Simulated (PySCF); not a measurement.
**The second ionisation energy along the halogens**

All values are computed (PySCF 2.14, energy differences of UHF-based or UKS calculations, no spin-orbit coupling). Values in eV. The last column holds reference values (NIST; (s) semi-empirical, (t) theoretical, else measured). Unmarked ones compare directly (S terms, centres of terms, or small fine structure); those marked * lie between the lowest fine-structure levels and include a spin-orbit shift.

| element | configurations | UHF | MP2 (valence) | SCS-MP2 (valence) | CCSD (valence) | CCSD(T) (valence) | reference |
| --- | --- | --- | --- | --- | --- | --- | --- |
| F (jorge-DZP-DKH, spin-free X2C) | [He] 2s2 2p4 → [He] 2s2 2p3 | 33.518 | 34.200 | 34.189 | 34.205 | 34.220 | 34.950 |
| Cl (jorge-DZP-DKH, spin-free X2C) | [Ne] 3s2 3p4 → [Ne] 3s2 3p3 | 22.503 | 23.005 | 23.040 | 23.014 | 23.021 | 23.771 |
| Br (jorge-DZP-DKH, spin-free X2C) | [Ar] 3d10 4s2 4p4 → [Ar] 3d10 4s2 4p3 | 20.230 | 20.391 | 20.399 | 20.410 | 20.413 | 21.409 |

```
           method  elements  mean error (eV)  mean absolute error (eV)  largest error (eV)
              UHF         3           -1.293                     1.293              -1.432
    MP2 (valence)         3           -0.844                     0.844              -1.017
SCS-MP2 (valence)         3           -0.834                     0.834              -1.009
   CCSD (valence)         3           -0.834                     0.834              -0.999
CCSD(T) (valence)         3           -0.825                     0.825              -0.996
```

Errors include the incompleteness of the basis and the frozen core.

"Valence" correlates the outer s and p shells and, in groups 3 to 12 and the f block, the outer d or f shell, open or full, or the next shell where the ion has no valence electron left; the wider scheme adds the next inner shell.
